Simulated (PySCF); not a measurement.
## Be (beryllium, neutral): UHF calculation

Configuration: [He] 2s1 2p1, high-spin 3P determinant (an excited configuration). All numbers are calculated (PySCF 2.14, no relativity, point nucleus, in dyall-acv3z (15s9p4d2f, 76 functions)).

```json
{
 "Total energy": "-14.513648 hartree",
 "One-electron energy": "-18.8988 hartree",
 "Hartree (Coulomb) energy": "7.1213 hartree",
 "Exchange energy": "-2.7362 hartree",
 "Kinetic energy": "14.51351 hartree",
 "⟨S²⟩": "2.0000",
 "⟨L²⟩": "2.026",
 "Sum of ⟨r⟩": "6.244 bohr",
 "Sum of ⟨r²⟩": "18.29 bohr²",
 "Traceless quadrupole moment −½Σ⟨3z² − r²⟩ along its main axis": "-4.67 e·bohr²",
 "Density at the nucleus (Gaussians lack the cusp)": "34.5 bohr⁻³",
 "Spin density at the nucleus": "0.715 bohr⁻³",
 "Langevin diamagnetic susceptibility": "-14.5 ×10⁻⁶ cm³/mol"
}
```

| shell | electrons | mean orbital energy (eV) | rms radius, mean of both spins (bohr) |
| --- | --- | --- | --- |
| 1s α | 1 | -129.61 | 0.484 |
| 1s β | 1 | -128.54 | 0.484 |
| 2s α | 1 | -10.781 | 2.77 |
| 2p α | 1 | -6.689 | 3.19 |

Spin-orbit constants ζ (cm⁻¹) from the X2C one-electron operator on these orbitals (non-relativistic here): bare nucleus, nucleus screened by l(l+1)(2l+1)/3 electrons, and screened by the Breit-Pauli mean field of the electrons.

```csv
shell,bare,screened nucleus,mean field
2p,6.902,3.451,2.160
```

To first order the Landé constant is A = 1.080 cm⁻¹, so the lowest level has J = 0 and lies 0.000268 eV below the centre of the term. This holds in LS coupling only.
